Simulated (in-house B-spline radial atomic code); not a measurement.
**RPA and G0W0 on r2SCAN0: Rb⁷⁺**

Configuration [Ar] 3d10 4s2, mean-field start r2SCAN0. Computed with a B-spline radial code for spherical atoms: all electrons, non-relativistic, point nucleus, each spin shell either full or empty, empty states to l = 9 with an (l + 1/2)⁻⁴ tail; G0W0 by contour deformation at full frequency.

Without relativity these are model numbers: it shifts the levels of so heavy an element strongly and can reorder them.

Command:
```bash
python run_gw.py task.json out
```
Settings (radii: box in bohr, nucleus in fm):
```
Z                        37
electrons                30
configuration            [Ar] 3d10 4s2
hamiltonian              nr
method                   r2scan0
lmax                     9
spin_polarised           False
box_radius               8.41
intervals                50
ion_configuration        [Ar] 3d10 4s1
```

Cost of the run: 5.6 s on 1 thread of Arm Neoverse N1, on a shared host.

Energies (hartree):

```
                                     term        value
                         mean-field total  -2926.40586
Hartree-Fock functional on these orbitals  -2924.88183
                      direct second order       -2.502
                    second-order exchange      0.72924
                         SOSEX correction      0.67734
```

Problem. What is the RPA correlation energy, and what remains with SOSEX?

Solution. RPA gives -2.2277 hartree (-2.02 eV per electron); RPA + SOSEX gives -1.5504, and the second-order doubles -1.7728 hartree (no singles). SOSEX takes back 30 % of the RPA value.

Quasi-particle levels (eV):

```csv
level,occupied,mean field,Σx - vxc,Σc,QP weight,G0W0
4s,yes,-125.29,-3.50,?,?,?
3d,yes,-221.97,-15.08,3.13,0.962,-233.92
3p,yes,-343.64,-22.26,7.39,0.895,-358.51
4p,no,-102.91,6.40,-1.79,0.969,-98.30
```

G0W0 = mean field + (Σx - vxc) + Σc, with Σc (partial-wave tail included) taken at the quasi-particle energy. Only the outer levels were computed. Levels of low weight are left out.

Problem. Where does G0W0 put 4s?

Solution. At -131.34 eV, with Σc = -2.54 eV and a quasi-particle weight of 0.971. The tabulated removal energy is 132.79 ± 0.25 eV (NIST, semi-empirical); the calculation leaves out relativity, Breit and QED terms, and what these don't explain is the method's own error.

Problem. What does it cost to remove one electron (to [Ar] 3d10 4s1) by differences of total energies, each species on its own start (correlation terms add to the Hartree-Fock functional)?

Solution. r2SCAN0 130.32 eV, Hartree-Fock functional 128.51 eV, + RPA 131.15 eV, + RPA + SOSEX 130.54 eV, + second order 131.34 eV. Tabulated: 132.79 ± 0.25 eV (NIST, semi-empirical); the calculation leaves out relativity, Breit and QED terms, and what these don't explain is the method's own error.
